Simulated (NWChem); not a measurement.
# C5H4O; SMILES O=C1C=CC=C1

```xyz
10

O      0.0000     0.0000    -2.0380
C      0.0000     0.0000    -0.8232
C      0.0000     1.2057     0.0876
C      0.0000     0.7516     1.3490
C      0.0000    -0.7516     1.3490
C      0.0000    -1.2057     0.0876
H      0.0000     2.2260    -0.2720
H      0.0000     1.3457     2.2563
H      0.0000    -1.3457     2.2563
H      0.0000    -2.2260    -0.2720
```
Atoms are numbered in this order, from 1.

All runs: NWChem. Pople sets run with spherical d functions. The geometry was optimised at B3LYP/6-31G* (spherical d). GIAO values for the isolated, static molecule; σ is the absolute isotropic shielding, δ = σ(reference) − σ with the isolated reference molecule computed at the same levels (13C: tetramethylsilane, 1H: tetramethylsilane, 17O: water).

Question: Predict the results for B3LYP/6-311G**. Quantities: δ O1 (ppm); δ C2 (ppm); δ C3 (ppm); δ C4 (ppm); δ H7 (ppm); δ H8 (ppm).

Answer: 
| Property | Value |
|---|---|
| δ O1 (ppm) | 779.8 |
| δ C2 (ppm) | 210.6 |
| δ C3 (ppm) | 124.3 |
| δ C4 (ppm) | 154.7 |
| δ H7 (ppm) | 5.33 |
| δ H8 (ppm) | 7.05 |
